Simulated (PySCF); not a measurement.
From one molecule to another.

First species: C8H8O.
Atom-mapped SMILES: `[CH3:1][O:2][c:3]1[cH:4][cH:5][c:6]2[c:7]([cH:8]1)[CH2:9]2` (hydrogens: H10, H11, H12 on C1; H13 on C4; H14 on C5; H15 on C8; H16, H17 on C9)

Structure used (GFN2-xTB), in Å, numbered top down from 1:
```xyz
17
C8H8O angstrom
C      2.9726   -0.0641    0.0182
O      1.8691   -0.7407    0.5649
C      0.6100   -0.3198    0.2448
C      0.3347    0.7432   -0.6044
C     -0.9816    1.1516   -0.9123
C     -1.9358    0.4114   -0.3043
C     -1.6625   -0.6482    0.5410
C     -0.4243   -1.0757    0.8661
C     -3.0900   -0.3134    0.2913
H      3.8531   -0.5691    0.4127
H      2.9920    0.9874    0.3233
H      2.9815   -0.1252   -1.0750
H      1.1449    1.2911   -1.0582
H     -1.1582    1.9840   -1.5773
H     -0.1698   -1.8952    1.5191
H     -3.6625    0.1649    1.0789
H     -3.6802   -0.9702   -0.3389
```

Second species: C4H7ClOSi.
SMILES: `COC1=C([SiH2]Cl)C1`

Levels: PBE0/def2-SVPD for dipole moment, HOMO energy, LUMO energy, HOMO–LUMO gap, static isotropic polarisability and electronic spatial extent ⟨r²⟩ about the centre of nuclear charge; TDDFT PBE0/def2-SVPD for lowest singlet excitation; TDA PBE0/def2-SVPD for lowest triplet excitation (Tamm–Dancoff); GFN2-xTB for rotational constant A and rotational constant C. Geometries: GFN2-xTB. Each species is one conformer at its optimised geometry, gas phase, non-relativistic unless stated; the electronic structure was computed with PySCF and density fitting.

Dipoles, sizes and rotational constants follow the conformer. The torsions of the flexible species, by atom-mapped SMILES:
- `[CH3:1][O:2][c:3]1[cH:4][cH:5][c:6]2[c:7]([cH:8]1)[CH2:9]2`: C1–O2–C3–C4 0°
- `[CH3:1][O:2][C:3]1=[C:4]([SiH2:5][Cl:6])[CH2:7]1`: C1–O2–C3–C4 -1°, C3–C4–Si5–Cl6 -1°

```csv
property,column X,column Y
dipole moment,0.57 D,1.17 D
HOMO energy,-6.75 eV,-6.24 eV
LUMO energy,-0.06 eV,-0.35 eV
HOMO–LUMO gap,6.69 eV,5.89 eV
lowest singlet excitation,5.54 eV,4.91 eV
lowest triplet excitation (Tamm–Dancoff),4.00 eV,3.91 eV
static isotropic polarisability,90.3 au,95.1 au
electronic spatial extent ⟨r²⟩ about the centre of nuclear charge,1309 bohr²,1228 bohr²
rotational constant A,2.470 GHz,4.731 GHz
rotational constant C,0.841 GHz,0.938 GHz
```

**Question.** Which column belongs to which species?

**Answer.** Column X is the second species and column Y the first. The first has 17 atoms and 64 electrons, the second 14 and 70.

**Question.** How does each property change from the first species to the second?

**Answer.** dipole moment -0.60 D; HOMO energy -0.51 eV; LUMO energy +0.29 eV; HOMO–LUMO gap +0.80 eV; lowest singlet excitation +0.63 eV; lowest triplet excitation (Tamm–Dancoff) +0.09 eV; static isotropic polarisability -4.8 au; electronic spatial extent ⟨r²⟩ about the centre of nuclear charge +81 bohr²; rotational constant A -2.261 GHz; rotational constant C -0.097 GHz.

On the first: The principal polarisabilities are 59.6, 94.2 and 131.5 au; their mean is the isotropic value. In wavenumbers S1 is 39600 cm⁻¹ (1 eV = 8065.54 cm⁻¹).

On the second: The dipole matches unit charges of opposite sign 0.12 Å apart (1 e·Å = 4.8032 D). No computed singlet falls in the visible range (750 to 380 nm, 1.65 to 3.26 eV); S1 lies 2.28 eV above its blue end.
